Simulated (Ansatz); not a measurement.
A nudged elastic band was laid between two geometries of AlF2H3Si (7 atoms, charge 0, multiplicity 1).

Theory: Ansatz, UKS PBE-D4/def2-SVP.

```
movable images  : 1
climbing image  : no
spring          : 5.0 eV/Å²
optimiser       : quadratic models (default)
start path      : through a guess of the saddle point
force threshold : 0.03 eV/Å
iteration limit : 60
end points      : relaxed
```

First end point:

```xyz
7
Properties=species:S:1:pos:R:3
F 1.146 -0.639 2.330
Al 0.637 -0.940 0.763
F 0.941 -2.473 0.164
Si -0.485 0.735 -0.599
H 0.317 0.998 -1.845
H -0.654 2.024 0.157
H -1.841 0.227 -1.016
```

Last end point:

```xyz
7
Properties=species:S:1:pos:R:3
F 0.655 -0.853 2.423
Al 0.644 -0.945 0.752
F 1.424 -2.263 0.075
Si -0.476 0.733 -0.609
H 0.098 0.766 -1.999
H -0.342 2.094 0.017
H -1.942 0.401 -0.706
```

Q: Which bonds break or form, and what moves?

A: No bond is made or broken.

Q: What energy profile does the band end with?

A: It converged. The highest image is number 1 of 0 to 2, 0.000 eV above the ends, which have the same energy within 2 meV. The top lies less than 8 meV above the higher end, about what the thresholds resolve: that end is a shoulder or a very shallow well. No image climbed, so the highest image needn't sit at the top of the path. So few images can step over the top or miss a turn of the path.

```tsv
image	path coordinate (Å)	energy (eV)
0	0.00	0.000
1	0.49	0.000
2	0.99	0.000
```

Q: What is the geometry of the highest image?

A: 
```xyz
7
Properties=species:S:1:pos:R:3
F 0.883 -0.763 2.401
Al 0.626 -0.951 0.758
F 1.152 -2.393 0.089
Si -0.468 0.746 -0.600
H 0.235 0.882 -1.925
H -0.475 2.077 0.098
H -1.892 0.334 -0.866
```

Time of the run: 26 s on 2 threads of Arm Neoverse V1, on a shared host, peak memory 0.17 GiB.
